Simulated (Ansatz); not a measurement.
Geometry optimisation, DFT PBE, scalar-relativistic, plane waves, PAW in Ansatz.

The input (input.yaml):

```yaml
crystal:
  lattice:
    - [7.398, 0.0, 0.0]
    - [-3.699, 6.406856, 0.0]
    - [0.0, 0.0, 13.0]
  atoms:
    - { symbol: C, position: [0.0, 0.0, 0.0769231] }
    - { symbol: C, position: [0.2222222, 0.1111111, 0.0769231] }
    - { symbol: C, position: [0.0, 0.3333333, 0.0769231] }
    - { symbol: C, position: [0.2222222, 0.4444444, 0.0769231] }
    - { symbol: C, position: [0.0, 0.6666667, 0.0769231] }
    - { symbol: C, position: [0.2222222, 0.7777778, 0.0769231] }
    - { symbol: C, position: [0.3333333, 0.0, 0.0769231] }
    - { symbol: C, position: [0.5555556, 0.1111111, 0.0769231] }
    - { symbol: C, position: [0.3333333, 0.3333333, 0.0769231] }
    - { symbol: C, position: [0.5555556, 0.4444444, 0.0769231] }
    - { symbol: C, position: [0.3333333, 0.6666667, 0.0769231] }
    - { symbol: C, position: [0.5555556, 0.7777778, 0.0769231] }
    - { symbol: C, position: [0.6666667, 0.0, 0.0769231] }
    - { symbol: C, position: [0.8888889, 0.1111111, 0.0769231] }
    - { symbol: C, position: [0.6666667, 0.3333333, 0.0769231] }
    - { symbol: C, position: [0.8888889, 0.4444444, 0.0769231] }
    - { symbol: C, position: [0.6666667, 0.6666667, 0.0769231] }
    - { symbol: C, position: [0.8888889, 0.7777778, 0.0769231] }
    - { symbol: Pd, position: [0.6845155, 0.6158681, 0.2423077] }
basis:
  ecutwfc: 420.0
kpoints:
  mp_grid: { grid: [2, 2, 1] }
hamiltonian:
  xc: pbe
scf:
  occupations: { method: gaussian, width: 0.02 }
  lower_state_search: "off"
relax:
  f_tol: 0.03
  max_steps: 60
  adjacent_minimum: "off"
```

Launched with:

```bash
$ ansatz run input.yaml --threads 1 --pin off --max-ram 3072MiB --backend cpu --events-out ev --progress --plain --runs-dir out
```

Where does it end, and by what steps?

It converged. Limits of this set-up: slab without dipole correction. After 9 steps the energy has fallen by 0.148 eV; Pd19 moved furthest, 0.48 Å.

```csv
step,energy less start (eV),largest force component (eV/Å),accepted
0,0.0000,0.697,yes
1,-0.0770,0.518,yes
2,-0.1062,0.285,yes
3,-0.1125,0.089,yes
4,-0.1172,0.444,yes
5,-0.1274,0.251,yes
6,-0.1438,0.242,yes
7,-0.1452,0.092,yes
8,-0.1462,0.073,yes
9,-0.1477,0.022,yes
```

```xyz
19
Lattice="7.3980 0.0000 0.0000 -3.6990 6.4069 0.0000 0.0000 0.0000 13.0000" Properties=species:S:1:pos:R:3
C 0.018 0.016 0.980
C 1.250 0.736 0.980
C -1.215 2.151 0.953
C 0.013 2.873 0.963
C -2.445 4.286 0.965
C -1.216 5.009 0.953
C 2.484 0.016 0.977
C 3.715 0.736 0.978
C 1.241 2.142 1.023
C 2.483 2.859 1.131
C 0.014 4.287 0.961
C 1.240 5.017 1.020
C 4.950 0.016 0.979
C 6.182 0.737 0.978
C 3.727 2.143 1.020
C 4.952 2.873 0.963
C 2.483 4.301 1.131
C 3.726 5.017 1.024
Pd 2.476 3.579 3.171
```

Whether the end is a true minimum wasn't checked by a vibrational analysis.

Run time: 71 s on 1 thread of Arm Neoverse V1, with other jobs on the host, peak memory 0.7 GiB.
